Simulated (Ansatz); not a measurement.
The cluster CaCl2. Total charge 0; singlet. Geometry r2SCAN-D4/def2-TZVP.

```xyz
3

Ca    0.0401    0.0503   -0.0003
Cl   -1.5106    1.1731    1.5464
Cl    1.4705   -1.2234   -1.5461
```

The 6-31G sets use Cartesian d functions. The structure comes from a short search, and lower isomers may exist.

Task: Estimate the orbital energies around the gap (eV) in Ansatz with HF/6-31G, BLYP-D4/def2-TZVP, r2SCAN-D4/def2-TZVP, r2SCANh-D4/def2-TZVP, PBE0-D4/def2-TZVPD.

Result: 
| orbital | HF/6-31G | BLYP-D4/def2-TZVP | r2SCAN-D4/def2-TZVP | r2SCANh-D4/def2-TZVP | PBE0-D4/def2-TZVPD |
| --- | --- | --- | --- | --- | --- |
| HOMO−13 | -216.67 | -188.82 | -191.76 | -194.33 | -196.01 |
| HOMO−12 | -216.67 | -188.82 | -191.76 | -194.33 | -196.01 |
| HOMO−11 | -61.79 | -46.17 | -48.23 | -49.63 | -50.52 |
| HOMO−10 | -37.55 | -27.79 | -28.93 | -29.86 | -30.60 |
| HOMO−9 | -37.43 | -27.79 | -28.93 | -29.86 | -30.60 |
| HOMO−8 | -37.43 | -27.51 | -28.63 | -29.60 | -30.40 |
| HOMO−7 | -27.88 | -18.54 | -19.59 | -20.47 | -21.24 |
| HOMO−6 | -27.49 | -18.31 | -19.35 | -20.21 | -20.98 |
| HOMO−5 | -12.65 | -7.73 | -8.24 | -8.77 | -9.37 |
| HOMO−4 | -11.67 | -6.97 | -7.46 | -7.96 | -8.50 |
| HOMO−3 | -11.66 | -6.97 | -7.46 | -7.95 | -8.49 |
| HOMO−2 | -11.56 | -6.90 | -7.39 | -7.90 | -8.46 |
| HOMO−1 | -11.50 | -6.81 | -7.30 | -7.79 | -8.33 |
| HOMO | -11.50 | -6.81 | -7.30 | -7.79 | -8.33 |
| LUMO | -0.28 | -2.91 | -2.30 | -2.10 | -2.16 |
| LUMO+1 | 0.90 | -1.73 | -1.29 | -0.89 | -0.62 |
| LUMO+2 | 0.91 | -1.73 | -1.29 | -0.89 | -0.62 |
| LUMO+3 | 2.28 | -0.86 | -0.58 | -0.16 | -0.20 |
| LUMO+4 | 2.96 | -0.86 | -0.58 | -0.15 | -0.19 |
| LUMO+5 | 3.96 | -0.64 | -0.11 | -0.01 | 0.17 |
